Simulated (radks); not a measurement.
Results of a calculation; reference values are marked as such.
Ta, 73 electrons, occupied as [Xe] 4f14 5d2 6s2 6p1 (not the ground configuration). Level of theory: Dirac Kohn-Sham, PBE, spin-unpolarised, spherical densities, finite nucleus; open shells are shared between the two j in proportion to 2j + 1; Fermi nuclear charge, rms radius 5.3507 fm (a radial shooting solver on a logarithmic mesh with Libxc functionals).

Unscreened Slater integrals over Kohn-Sham orbitals (cm^-1). Large and small components are both included.

F0(6p3/2,6p3/2): 43472
F2(6p3/2,6p3/2): 22905
F0(6p3/2,6p1/2): 45548
G2(6p3/2,6p1/2): 23625
F0(6p3/2,5d5/2): 54010
F2(6p3/2,5d5/2): 17497
G1(6p3/2,5d5/2): 10710
G3(6p3/2,5d5/2): 7765.2
F0(6p3/2,5d3/2): 54290
F2(6p3/2,5d3/2): 16912
G1(6p3/2,5d3/2): 9580.6
G3(6p3/2,5d3/2): 7097.2
F0(6p1/2,6p1/2): 48017
F0(6p1/2,5d5/2): 58740
G3(6p1/2,5d5/2): 10360
F0(6p1/2,5d3/2): 59102
G1(6p1/2,5d3/2): 13489
F0(5d5/2,5d5/2): 94877
F2(5d5/2,5d5/2): 47537
F4(5d5/2,5d5/2): 30787
F0(5d5/2,5d3/2): 96694
F2(5d5/2,5d3/2): 48490
G2(5d5/2,5d3/2): 48445
G4(5d5/2,5d3/2): 31408
F0(5d3/2,5d3/2): 98618
F2(5d3/2,5d3/2): 49580
